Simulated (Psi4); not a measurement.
C₃H₄N₂, triplet (typed; the unrestricted solution is spin-contaminated), geometry from GFN2-xTB (a higher spin typed on purpose: for a closed-shell molecule this is an excited state); CCSD(T)/STO-3G in Psi4 1.11.

Input for Psi4:
```
memory 2 GB

molecule {
0 3
C    -0.82603617   -0.82557958   -0.06183474
C    -0.91192132    0.54728596   -0.41268759
N     0.25758407    1.15266958    0.03912072
C     1.13878945    0.01109539    0.25858083
N     0.35478060   -1.12916931    0.39714018
H    -1.62284651   -1.54492843   -0.11309383
H    -1.72599713    1.10848503   -0.82551311
H     0.62500539    1.95091139   -0.46446289
H     2.03229382   -0.07578047   -0.35510750
}

set {
  basis sto-3g
  reference uhf
  freeze_core true
  mp2_type conv
  scf_type pk
  puream true
  d_convergence 1e-8
}

energy('ccsd(t)')
print_variables()
```

The log (banner, timings and long lists left out):

```
   => Loading Basis Set <=

    Name: STO-3G
    Role: ORBITAL
    Keyword: BASIS

         ---------------------------------------------------------
                                   SCF
               by Justin Turney, Rob Parrish, Andy Simmonett
                          and Daniel G. A. Smith
                              UHF Reference
         ---------------------------------------------------------

  ==> Geometry <==

    Molecular point group: c1
    Full point group: C1

    Geometry (in Angstrom), charge = 0, multiplicity = 3:

       Center              X                  Y                   Z               Mass
    ------------   -----------------  -----------------  -----------------  -----------------
         C           -0.836148476430    -0.804600582655    -0.087493558657    12.000000000000
         C           -0.922033626430     0.568264957345    -0.438346408657    12.000000000000
         N            0.247471763570     1.173648577345     0.013461901343    14.003074004430
         C            1.128677143570     0.032074387345     0.232922011343    12.000000000000
         N            0.344668293570    -1.108190312655     0.371481361343    14.003074004430
         H           -1.632958816430    -1.523949432655    -0.138752648657     1.007825032230
         H           -1.736109436430     1.129464027345    -0.851171928657     1.007825032230
         H            0.614893083570     1.971890387345    -0.490121708657     1.007825032230
         H            2.022181513570    -0.054801472655    -0.380766318657     1.007825032230

  Running in c1 symmetry.

  Rotational constants: A =      0.33037  B =      0.28647  C =      0.15754 [cm^-1]
  Rotational constants: A =   9904.18632  B =   8588.29926  C =   4722.99632 [MHz]
  Nuclear repulsion =  160.755232615051256

  Charge       = 0
  Multiplicity = 3
  Electrons    = 36
  Nalpha       = 19
  Nbeta        = 17

  ==> Algorithm <==

  SCF Algorithm Type is PK.
  DIIS enabled.
  MOM disabled.
  Fractional occupation disabled.
  Guess Type is SAD.
  Energy threshold   = 1.00e-08
  Density threshold  = 1.00e-08
  Integral threshold = 1.00e-12

  ==> Primary Basis <==

  Basis Set: STO-3G
    Blend: STO-3G
    Number of shells: 19
    Number of basis functions: 29
    Number of Cartesian functions: 29
    Spherical Harmonics?: true
    Max angular momentum: 1

  ==> Integral Setup <==

  Using in-core PK algorithm.
   Calculation information:
      Number of atoms:                   9
      Number of AO shells:              19
      Number of primitives:             57
      Number of atomic orbitals:        29
      Number of basis functions:        29

      Integral cutoff                 1.00e-12
      Number of threads:                 1

  Performing in-core PK
  Using 189660 doubles for integral storage.
  We computed 17190 shell quartets total.
  Whereas there are 18145 unique shell quartets.

  ==> DiskJK: Disk-Based J/K Matrices <==

    J tasked:                  Yes
    K tasked:                  Yes
    wK tasked:                  No
    Schwarz Cutoff:          1E-12

  Minimum eigenvalue in the overlap matrix is 1.9424268779E-01.
  Reciprocal condition number of the overlap matrix is 7.7091436189E-02.
    Using symmetric orthogonalization.

  ==> Pre-Iterations <==

  SCF Guess: Superposition of Atomic Densities via on-the-fly atomic UHF (no occupation information).

   -------------------------
    Irrep   Nso     Nmo
   -------------------------
     A         29      29
   -------------------------
    Total      29      29
   -------------------------

  ==> Iterations <==

                        Total Energy        Delta E     RMS |[F,P]|

   @UHF iter SAD:  -218.80829209585616   -2.18808e+02   0.00000e+00
   @UHF iter   1:  -221.76868694930164   -2.96039e+00   1.20817e-02 DIIS/ADIIS
   @UHF iter   2:  -221.84462014182895   -7.59332e-02   7.62186e-03 DIIS/ADIIS
   @UHF iter   3:  -221.87515084488840   -3.05307e-02   1.96756e-03 DIIS/ADIIS
   @UHF iter   4:  -221.88421999761954   -9.06915e-03   1.35649e-03 DIIS/ADIIS
   @UHF iter   5:  -221.88992499179227   -5.70499e-03   9.80090e-04 DIIS/ADIIS
   @UHF iter   6:  -221.89386252645744   -3.93753e-03   8.00934e-04 DIIS/ADIIS
   @UHF iter   7:  -221.89779295355061   -3.93043e-03   5.16360e-04 DIIS/ADIIS
   @UHF iter   8:  -221.89934988578278   -1.55693e-03   1.56075e-04 DIIS/ADIIS
   @UHF iter   9:  -221.89933112466511    1.87611e-05   1.30867e-04 DIIS/ADIIS
   @UHF iter  10:  -221.89940314188016   -7.20172e-05   2.19431e-05 DIIS
   @UHF iter  11:  -221.89940386366956   -7.21789e-07   8.69257e-06 DIIS
   @UHF iter  12:  -221.89940405935388   -1.95684e-07   2.77835e-06 DIIS
   @UHF iter  13:  -221.89940407783462   -1.84807e-08   1.56881e-06 DIIS
   @UHF iter  14:  -221.89940408173743   -3.90281e-09   1.40566e-06 DIIS
   @UHF iter  15:  -221.89940408878311   -7.04568e-09   8.76210e-07 DIIS
   @UHF iter  16:  -221.89940409188614   -3.10303e-09   5.03642e-07 DIIS
   @UHF iter  17:  -221.89940409305558   -1.16944e-09   9.17018e-08 DIIS
   @UHF iter  18:  -221.89940409308582   -3.02407e-11   2.79440e-08 DIIS
   @UHF iter  19:  -221.89940409308741   -1.59162e-12   8.78096e-09 DIIS
  Energy and wave function converged.

  ==> Post-Iterations <==

   @Spin Contamination Metric:   2.757404667E-01
   @S^2 Expected:                2.000000000E+00
   @S^2 Observed:                2.275740467E+00
   @S   Expected:                1.000000000E+00
   @S   Observed:                1.000000000E+00

    Orbital Energies [Eh]
    ---------------------

    Alpha Occupied:

[...]
      19A     -0.207424

    Alpha Virtual:

[...]
      29A      1.024217

    Beta Occupied:

[...]
    Beta Virtual:

[...]
    Final Occupation by Irrep:
              A
    DOCC [    17 ]
    SOCC [     2 ]
    NA   [    19 ]
    NB   [    17 ]

  @UHF Final Energy:  -221.89940409308741

   => Energetics <=

    Nuclear Repulsion Energy =            160.7552326150512556
[...]
    Total Energy =                       -221.8994040930874121
[...]
     9        -0.280748884986711    8.497e-04    0.058715    0.000000    0.000000    0.000000
    10        -0.280733475455624    3.587e-04    0.058734    0.000000    0.000000    0.000000
    11        -0.280728118454123    1.854e-04    0.058764    0.000000    0.000000    0.000000
    12        -0.280733806259631    9.633e-05    0.058770    0.000000    0.000000    0.000000
    13        -0.280737753678339    6.252e-05    0.058774    0.000000    0.000000    0.000000
    14        -0.280739094727594    3.818e-05    0.058777    0.000000    0.000000    0.000000
    15        -0.280737607402028    2.298e-05    0.058776    0.000000    0.000000    0.000000
    16        -0.280737040034468    1.047e-05    0.058775    0.000000    0.000000    0.000000
    17        -0.280736953003962    5.199e-06    0.058775    0.000000    0.000000    0.000000
    18        -0.280737008916368    2.775e-06    0.058775    0.000000    0.000000    0.000000
    19        -0.280736955189827    1.524e-06    0.058774    0.000000    0.000000    0.000000
    20        -0.280736930444447    7.169e-07    0.058774    0.000000    0.000000    0.000000
    21        -0.280736899908329    3.279e-07    0.058774    0.000000    0.000000    0.000000
    22        -0.280736894654394    1.601e-07    0.058774    0.000000    0.000000    0.000000
    23        -0.280736893502736    9.326e-08    0.058774    0.000000    0.000000    0.000000

    Iterations converged.

    Largest TIA Amplitudes:
             12   0         0.1131891512
             10   0         0.0995980732
             11   0        -0.0765840003
              6   0         0.0595339904
             13   0         0.0570684475
              9   0        -0.0478265562
              5   0         0.0165525561
             13   5         0.0137179581
             11   4         0.0120561591
              8   0         0.0119139547

    Largest Tia Amplitudes:
             11   0        -0.1212837222
              9   2        -0.0839879166
             10   2        -0.0811120479
              9   0         0.0793203564
              9   1         0.0621430288
             10   0         0.0599999121
             11   2         0.0439418020
             11   1         0.0388967637
              6   0        -0.0221535692
              7   0        -0.0218705594

    Largest TIJAB Amplitudes:
     10   8   8   0        -0.0099903587
     13  12   1   0        -0.0097980638
     10   8   9   0        -0.0097334640
     10   7   3   0         0.0093931146
     13   9   8   0         0.0092797353
     12  11   8   0         0.0087743715
     12   7   4   0         0.0084901203
     10   7   6   0        -0.0082890856
      8   6   8   0         0.0081694669
     13   8   6   0        -0.0078756859

    Largest Tijab Amplitudes:
      9   8   4   0         0.0129160018
     11   8   8   1         0.0126726644
     11   9   2   0        -0.0109180304
      9   7  10   2         0.0101907765
      9   8  11   0         0.0100422793
     11   7   9   1         0.0092482435
      9   7   9   0        -0.0092294434
     11  10   2   0        -0.0091608851
     11  10   4   1         0.0091019844
     10   7  10   0        -0.0089230711

    Largest TIjAb Amplitudes:
     13   9   0   0         0.0970126231
     10   9   0   0         0.0812612881
     13  10   0   0         0.0638491209
     10  10   0   0         0.0594906343
     10  11   0   2         0.0479366475
     10   9   0   2        -0.0464424518
     10  10   0   2        -0.0440956696
      6   9   0   2        -0.0430201479
     12   9   0   2        -0.0395164264
     13   9   0   1        -0.0362859597

    SCF energy       (wfn)                    = -221.899404093087412
    Reference energy (file100)                = -221.899404093087355

    Opposite-spin MP2 correlation energy      =   -0.165785072826344
    Same-spin MP2 correlation energy          =   -0.036716181570717
    Singles MP2 correlation energy            =   -0.000000000000000
    MP2 correlation energy                    =   -0.202501254397061
      * MP2 total energy                      = -222.101905347484404

    Opposite-spin CCSD correlation energy     =   -0.243789766303491
    Same-spin CCSD correlation energy         =   -0.036947127199245
    Singles CCSD correlation energy           =   -0.000000000000000
    CCSD correlation energy                   =   -0.280736893502736
      * CCSD total energy                     = -222.180140986590089

            **************************
            *                        *
            *        CCTRIPLES       *
            *                        *
            **************************

    Wave function   =    CCSD_T
    Reference wfn   =      UHF

    Nuclear Rep. energy (wfn)                =  160.755232615051256
    SCF energy          (wfn)                = -221.899404093087412
    Reference energy    (file100)            = -221.899404093087355
    CCSD energy         (file100)            =   -0.280736893502736
    Total CCSD energy   (file100)            = -222.180140986590089

    Number of ijk index combinations:
    Spin Case AAA:                                 364
    Spin Case BBB:                                 220
    Spin Case AAB:                                1092
    Spin Case ABB:                                 924
    AAA (T) energy                             =   -0.000077516662465
    BBB (T) energy                             =   -0.000186147880170
    AAB (T) energy                             =   -0.002369677134979
    ABB (T) energy                             =   -0.002964985466062
    (T) energy                                   =   -0.005598327143676
      * CCSD(T) total energy                     = -222.185739313733762

  Variable Map:
  ----------------------------------------------------------------------------
[...]
  Array Variable Map:
  ----------------------------------------------------------------------------
[...]
[...]
```
